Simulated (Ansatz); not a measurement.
System: C2H10NSi2, charge 0, multiplicity 2. It need not be the lowest isomer of its formula. SMILES: C[SiH](C)[N][SiH3]
Coordinates optimised at B3LYP-D3(BJ)/def2-TZVP (Ansatz, a quantum-chemistry and plane-wave program):
```xyz
15

Si    -0.8701    -0.2286    -0.2624
C     -1.4612     1.4198    -0.9456
C     -2.0412    -0.9016     1.0305
N      0.6625     0.0978     0.4685
Si     2.3204    -0.0765     0.0522
H     -0.7749    -1.2060    -1.3836
H     -2.4445     1.2886    -1.4040
H     -0.7796     1.8028    -1.7061
H     -1.5443     2.1604    -0.1491
H     -3.0207    -1.1024     0.5895
H     -1.6653    -1.8354     1.4523
H     -2.1670    -0.1872     1.8460
H      2.5912    -0.2923    -1.3940
H      3.0775     1.1171     0.4990
H      2.7992    -1.2673     0.8044
```
Charge 0, spin multiplicity 2.

Computed values are from Ansatz. Cores are frozen in the correlated levels unless marked. UHF or UKS for open shells. No spin-orbit coupling. No relativistic terms. Basis-set limits of correlation are two-point, X^-3; Hartree-Fock from the larger set.

Question: What is the dipole moment at CCSD(T)/aug-cc-pV(D+d)Z?

Answer: 0.89 D.

Question: What is the T1 diagnostic at CCSD/cc-pV(Q+d)Z?

Answer: 0.015.

Question: What is the total energy at CCSD(T)/CBS(cc-pV(T+d)Z,cc-pV(Q+d)Z)?

Answer: -714.9581 Eh.

Question: What is the atomisation energy De at CCSD(T)/CBS(cc-pV(T+d)Z,cc-pV(Q+d)Z)?

Answer: 1236.5 kcal/mol.
